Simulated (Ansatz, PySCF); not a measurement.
HOSi, SMILES O=[SiH], multiplicity 2. Atoms are numbered in the order given.

```xyz
3

O      0.0768     1.0262     0.0000
Si    -0.1128    -0.4849     0.0000
H      1.1233    -1.3829     0.0000
```
Charge 0, spin multiplicity 2.

Geometry optimised at PBE0-D3(BJ)/def2-TZVPD. The isomer is the one that the SMILES or the coordinates give; other isomers of the formula were not compared.

Two levels are set side by side: PBE-D3(BJ)/def2-TZVPD (Ansatz, a first-principles code) and PBE0-D3(BJ)/def2-TZVPD (Ansatz). Each level has its own optimised geometry; the coordinates shown are those of the second. Frequencies come from the Hessian of PySCF at each geometry. Differences are taken from unrounded values.

| quantity | PBE0-D3(BJ) | PBE-D3(BJ) | PBE-D3(BJ) minus PBE0-D3(BJ) |
|---|---|---|---|
| mean bond length (Å) | 1.525 | 1.545 | 0.019 |
| bond O1–Si2 (Å) | 1.523 | 1.545 | 0.022 |
| bond Si2–H3 (Å) | 1.528 | 1.544 | 0.016 |
| highest harmonic wavenumber (cm⁻¹) | 1936 | 1845 | -90 |
| mean harmonic wavenumber (cm⁻¹) | 1254 | 1186 | -68 |
| zero-point energy (kcal/mol) | 5.38 | 5.09 | -0.29 |

GGA bonds tend to be longer and softer than those of functionals with exact exchange. Differences between two approximate levels are no errors against the true value.
